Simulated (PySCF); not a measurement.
One of the candidates below gave these computed data.

All candidates are C6H5F3O.

| technique | computed result |
| --- | --- |
| 1H NMR | chemical shifts (computed TMS as zero) by class: 6.02 (1 H), 5.64 (1 H), 5.51 (1 H), 3.01 (2 H) ppm [GIAO PBE0/pcSseg-1] |
| Polarisability | 77.1 au [PBE0/def2-SVPD] |
| Triplet | lowest triplet excitation (Tamm–Dancoff): 3.30 eV [TDA PBE0/def2-SVPD] |
| 13C NMR | chemical shifts (computed TMS as zero) by class: 197.9 (1 C), 143.2 (1 C), 136.0 (1 C), 126.4 (1 C), 36.5 (1 C), 33.9 (1 C) ppm [GIAO PBE0/pcSseg-1] |
| Rotational structure | rotational constants A, B, C: 1.619, 1.196, 0.822 GHz [GFN2-xTB] |
| UV, first state | lowest singlet excitation: 3.69 eV (336 nm, f = 0.001) [TDDFT PBE0/def2-SVPD] |
| Dipole | 2.28 D [PBE0/def2-SVPD] |
| UV, strongest line | among the 6 lowest singlet transitions: S5 at 7.26 eV (171 nm, f = 0.227) [TDDFT PBE0/def2-SVPD] |

Electronic properties: PySCF, gas phase, density fitting. Levels stand in brackets. The structure is a single GFN2-xTB conformer in the gas phase; no vibrational or solvent corrections. NMR values are class means; diastereotopic atoms form classes of their own.

Question: Which candidate is it?
A. `C=CC(=C)C(=O)C(F)(F)F`
B. `C=C(C#CC)OC(F)(F)F`
C. `C=CCC(=C=O)C(F)(F)F`
D. `O=CCC1=C[C@@H]1C(F)(F)F`

Answer: C. It is `C=CCC(=C=O)C(F)(F)F`. Numbering: `[CH2:1]=[CH:2][CH2:3][C:4](=[C:5]=[O:6])[C:7]([F:8])([F:9])[F:10]`. Its formula, C6H5F3O, gives 3 degrees of unsaturation: 0 rings and 3 π bonds in the structure found. 6 carbons fall into 6 classes; from least to most shielded: central carbon of a ketene [C5] (197.9 ppm), alkene CH carbon [C2] (143.2 ppm), CF3 carbon [C7] (136.0 ppm), terminal =CH2 carbon [C1] (126.4 ppm), outer carbon of cumulated double bonds [C4] (36.5 ppm), allylic carbon [C3] (33.9 ppm). Hydrogen classes from least to most shielded: 1 H on an alkene CH carbon, C2 (6.02 ppm), 1 H on a terminal =CH2 carbon, C1 (5.64 ppm), 1 H on a terminal =CH2 carbon, C1 (5.51 ppm), 2 H on an allylic carbon, C3 (3.01 ppm). S1 is mainly HOMO→LUMO (weight 0.91); the largest Löwdin shares of the orbital it empties are 0.32 on the outer carbon of cumulated double bonds, 0.18 on the oxygen bonded to C, 0.17 on the central carbon of a ketene and 0.10 on the alkene CH carbon, of the orbital it fills 0.39 on the central carbon of a ketene, 0.31 on the oxygen bonded to C, 0.10 on the outer carbon of cumulated double bonds and 0.06 on the allylic carbon. The optimised geometry has point group C1 and is an asymmetric top.

The others, at the same levels:
- `C=C(C#CC)OC(F)(F)F` fails: its computed 13C shifts are 145.3 (1 C), 129.6 (1 C), 112.1 (1 C), 106.0 (1 C), 76.7 (1 C), 5.5 (1 C) ppm, 1H shifts are 5.42 (1 H), 5.32 (1 H), 2.29 (3 H) ppm and rotational constant A is 1.814 GHz (against 1.619 GHz).
- `C=CC(=C)C(=O)C(F)(F)F` fails: its computed 13C shifts are 187.3 (1 C), 149.7 (1 C), 140.8 (1 C), 140.4 (1 C), 132.9 (1 C), 125.8 (1 C) ppm, 1H shifts are 7.45 (1 H), 7.12 (1 H), 6.75 (1 H), 6.53 (1 H), 5.96 (1 H) ppm and rotational constant A is 2.417 GHz (against 1.619 GHz).
- `O=CCC1=C[C@@H]1C(F)(F)F` fails: its computed 13C shifts are 198.8 (1 C), 135.9 (1 C), 121.3 (1 C), 110.3 (1 C), 44.6 (1 C), 22.9 (1 C) ppm, 1H shifts are 9.95 (1 H), 6.83 (1 H), 3.86 (1 H), 3.77 (1 H), 2.26 (1 H) ppm and rotational constant A is 2.500 GHz (against 1.619 GHz).

Each candidate is one conformer, not necessarily the lowest. The conformers computed, where there is a choice (atom-mapped SMILES and torsion angles):
- `[CH2:1]=[CH:2][CH2:3][C:4](=[C:5]=[O:6])[C:7]([F:8])([F:9])[F:10]`: C1–C2–C3–C4 111°, C2–C3–C4–C5 109°, C3–C4–C7–F8 -160°
- `[CH2:1]=[C:2]([C:3]#[C:4][CH3:5])[O:6][C:7]([F:8])([F:9])[F:10]`: C1–C2–O6–C7 -179°, C2–O6–C7–F8 180°
- `[CH2:1]=[CH:2][C:3](=[CH2:4])[C:5](=[O:6])[C:7]([F:8])([F:9])[F:10]`: C1–C2–C3–C4 180°, C2–C3–C5–O6 0°, C3–C5–C7–F8 60°
- `[O:1]=[CH:2][CH2:3][C:4]1=[CH:5][C@@H:6]1[C:7]([F:8])([F:9])[F:10]`: O1–C2–C3–C4 3°, C2–C3–C4–C5 -118°, C5–C6–C7–F8 -27°
